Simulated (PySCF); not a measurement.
A geometry optimisation on `O=[P@@H]1C=C(Cl)C=C1`.

Method: PBE0/cc-pVDZ geometry optimisation, gas phase (PySCF 2.14.0). Start geometry: GFN2-xTB. The input is one job of a driver script: a line of settings, then coordinates in Å.

Input:
```
{"job": {"xc": "PBE0", "basis": "cc-pVDZ", "grid": 1, "kind": "geom"}, "charge": 0, "multiplicity": 1}
O     -2.421102    -0.098328     1.112911
P     -1.344412    -0.364197     0.162143
C     -0.529238     1.013359    -0.692983
C      0.792340     0.908050    -0.530928
C      1.214487    -0.227722     0.284314
Cl     2.883753    -0.460887     0.580389
C      0.236687    -1.013838     0.756927
H     -1.694098    -1.228521    -0.874122
H     -1.032376     1.778423    -1.257935
H      1.529336     1.583448    -0.935608
H      0.370047    -1.887117     1.368929
```

Output:
```
step   0  E = -1031.03639027  max force = 0.045726
step   1  E = -1031.04087367  max force = 0.003345
step   2  E = -1031.04095038  max force = 0.001228
step   3  E = -1031.04095128  max force = 0.000563
step   4  E = -1031.04095424  max force = 0.000245
optimisation converged
```

Energies in Eh; «max force» is the largest Cartesian gradient component in Eh/bohr.

Question: How much energy does the optimisation release, in kcal/mol?

Answer: E(step 0) − E(last step) = 0.004564 Eh, which is 2.9 kcal/mol.

Question: Give the first gradient maximum in eV/Å.

Answer: With 1 Eh/bohr = 51.422 eV/Å, 2.351 eV/Å.

Main results: final energy -1031.04095 Eh after 4 steps; dipole 3.43 D.

Question: Where do the atoms end?

Answer: 0.043 Å rms from the input after alignment:
```
atom  x, y, z in Å
O1    -1.1234   -0.1774    1.4367
P2    -0.0031   -0.4443    0.4640
C3     0.8130    0.9218   -0.4284
C4     2.1426    0.7869   -0.3147
C5     2.5656   -0.3663    0.5112
Cl6    4.2561   -0.6398    0.7356
C7     1.5869   -1.1223    1.0323
H8    -0.3227   -1.3316   -0.6189
H9     0.2982    1.7017   -0.9890
H10    2.8892    1.4391   -0.7721
H11    1.7177   -1.9988    1.6633
```

Question: Estimate the wall time. Hardware: Arm Neoverse V1, one thread, no GPU, shared host with 32 logical CPUs at a one-minute load of 20. And the peak memory of the process?

Answer: About 27 s, with 0.57 GiB resident at the peak, the Python interpreter and its libraries included.
Labels such as C1 count atoms from 1, the log's own numbers from 0.
